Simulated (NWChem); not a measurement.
BBr$_{2}$Cl; SMILES ClB(Br)Br

This build's default masses of Se (78.918 u) and Br (79.917 u) are each other's, which moves their modes by up to 0.6 %.

Question: Give the equilibrium geometry at PBE-D3(BJ)/def2-SVP (NWChem) as a list of bonds and angles, with the point group.

Answer: point group C2v; any orientation.
Bonded distances (Å): B1–Cl2 1.750, B1–Br3 1.913, B1–Br4 1.913. Bond angles (°): Cl2–B1–Br3 120.1, Cl2–B1–Br4 120.1, Br3–B1–Br4 119.8.
